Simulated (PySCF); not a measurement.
**Computed vibrations of Pb(CH3)F**

Pb(CH3)F (singlet). PySCF 2.14.0, RKS B3LYP, Pb def2-SVP with ECP60, C def2-SVP, H def2-SVP, F def2-SVP; non-relativistic Hamiltonian with scalar-relativistic core potentials where named; density fitting; no spin-orbit coupling. Central differences of gradients.

```xyz
6

Pb   -0.0186    0.0051   -0.2105
C     1.8934   -0.0125    1.1104
H     2.7861   -0.2533    0.5105
H     2.0250    0.9849    1.5644
H     1.7767   -0.7468    1.9233
F    -1.3416   -0.0474    1.3909
```

Run from Python with OMP_NUM_THREADS=2. Where DIIS fails, smearing, a level shift and second-order steps follow.
It took 41 s on 2 threads of Intel(R) Xeon(R) 6975P-C (Granite Rapids) (shared host).

Problem. What are the harmonic wavenumbers and infrared intensities?

Solution. Negative numbers are unstable modes, those under 60 cm⁻¹ near the noise; a finer grid moves soft modes by up to 10 cm⁻¹.
```tsv
cm⁻¹	km/mol	symmetry
-46	–	
139	4.4	
421	48.8	
534	63.8	
543	2.4	
642	12.2	
1144	0.2	
1416	6.0	
1419	4.9	
3014	13.0	
3114	16.5	
3133	11.9
```

Problem. Is this a minimum?

Solution. Probably not: 1 unstable, though so soft as to be near the noise; the lowest moves the atoms so:
```
Pb   0.00 -0.01  0.00
C    0.00  0.01  0.00
H    0.08  0.55 -0.10
H   -0.32 -0.17  0.47
H    0.23 -0.41 -0.34
F    0.00  0.05  0.00
```
